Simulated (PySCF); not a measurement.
**Broadened absorption spectrum of C3H5FSSi**

Species: C3H5FSSi.
InChI=1S/C3H5FSSi/c1-2-5-3(4)6-2/h3H,1,6H2/t3-/m1/s1

Theory: PySCF, TDDFT PBE0/def2-SVPD, vertical, gas phase, core orbitals frozen in the response. Geometry: GFN2-xTB; no solvent, vibrations or thermal averaging.

Computed states:

| state | E (eV) | f |
| --- | --- | --- |
| S1 | 4.34 | 0.0015 |
| S2 | 5.22 | 0.135 |
| S3 | 5.87 | 0.0039 |
| S4 | 6.05 | 0.0062 |
| S5 | 6.17 | 0.0025 |
| S6 | 6.23 | 0.0005 |
| S7 | 6.50 | 0.0042 |
| S8 | 6.60 | 0.021 |

Broadening: Gaussians 0.3 eV wide at half height, area fixed by f = 4.319×10⁻⁹ ∫ε dν̃. The width is an assumption, not a result. The curve ends short of the highest state used, and states not computed would add to its high-energy end.

Q: Give the broadened spectrum and its maxima.

A: 
```
λ (nm)  ε (L mol⁻¹ cm⁻¹)
 206.7               822
 210.6               612
 214.4               341
 218.3               141
 222.1               243
 226.0              1387
 229.8              4729
 233.7              9705
 237.6             12095
 241.4              9701
 245.3              5160
 249.1              1950
 253.0               515
 256.8               105
 260.7                16
 264.6                 5
 268.4                13
 272.3                34
 276.1                68
 280.0               107
 283.8               131
 287.7               130
 291.5               105
 295.4                70
 299.3                39
 303.1                19
 307.0                 8
 310.8                 3
 314.7                 1
 318.5                 0
```

Maxima: 286 nm (4.34 eV), ε about 130, made up of S1 (100%); 237 nm (5.22 eV), ε about 12000, made up of S2 (100%) (ε in L mol⁻¹ cm⁻¹; maxima over ε = 5, shares over 10%). At its high-energy end, 6.00 eV, the curve is still rising (ε about 820, from S3, S4 and S5).

Q: Coming from long wavelengths, where does ε first pass 100 L mol⁻¹ cm⁻¹?

A: At about 292 nm (4.25 eV), 0.10 eV below S1.

Q: On this curve, what absorbance would a 10⁻³ mol/L sample give at 280 nm over a 1 cm path?

A: 280 nm is 4.428 eV, where ε is about 110 L mol⁻¹ cm⁻¹, so A = ε c l ≈ 0.11 (Beer–Lambert, with the gas-phase spectrum and the assumed width).

Q: What would ε be at 5.22 eV, the highest of these maxima, with half the width (0.15 eV)?

A: About 24200 L mol⁻¹ cm⁻¹ against 12100, a factor of about 2.00; a lone state at its own centre would give exactly 2.
